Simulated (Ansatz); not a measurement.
Correlation energies of `[O]=[W](=[O])([F])[Cl]` by basis set

```xyz
5

O     1.1236    1.2889   -0.2066
W    -0.0087    0.0598    0.0604
O     0.3536   -0.6164    1.5689
F    -1.7084    0.7879    0.1047
Cl    0.2399   -1.5203   -1.5274
```

Charge 0, multiplicity 1. Correlated methods include outer-core shells of W, which these sets cover unevenly. W: def2 effective core potential. The geometry is a stationary point of PBE0-D4/def2-TZVP. Frozen core, restricted reference, the Gaussian-basis code of Ansatz.

```csv
basis,HF (Eh),MP2 corr.,CCSD corr.,(T),CCSD(T) total
def2-SVP,?,?,-1.03480,-0.04887,?
def2-TZVPP,-775.36038,?,-1.36818,?,?
def2-QZVPP,-775.38572,-1.57165,–,–,–
```

(1) Fill in the withheld values. (An estimate is asked.)

Answers

(1) The calculation gave: def2-SVP HF (Eh): -774.84097; def2-SVP MP2 corr.: -1.09570; def2-SVP CCSD(T) total: -775.92464; def2-TZVPP MP2 corr.: -1.43257; def2-TZVPP (T): -0.07702; def2-TZVPP CCSD(T) total: -776.80558.
